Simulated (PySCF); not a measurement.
```xyz
3
charge 1 multiplicity 6, angstrom
Fe    0.0000    0.0000   -0.5150
Br    2.0973    0.0000    0.1944
Br   -2.0973    0.0000    0.1944
```

Computed with UPBE0/[Fe def2-SVP, Br def2-SVP], no relativity, density fitting, PySCF.

This geometry of [FeBr2]+ is a stationary point at this level.

Problem. What is the point group?

Solution. C2v.

Problem. Is it a minimum?

Solution. Yes: all harmonic wavenumbers are real, though the softest, 39 cm⁻¹, leaves little margin.

Problem. Which band is strongest in the infrared?

Solution. 440 cm⁻¹ (b2), 53 km/mol.

Problem. What are the dipole moment and the gap between the highest occupied and lowest empty levels of either spin?

Solution. 2.64 D about the centre of mass and 3.26 eV.

Problem. Give the atomic charges and bond orders.

Solution. 
```tsv
atom	Mulliken	Löwdin	polar tensor	spin (Mulliken)	Mayer order to Fe1
Fe1	0.84	0.64	1.28	4.06	–
Br2,3	0.08	0.18	-0.14	0.47	1.55
```

Other isomers or separated fragments may lie lower. With open d or f shells other occupations or spin states may lie lower.
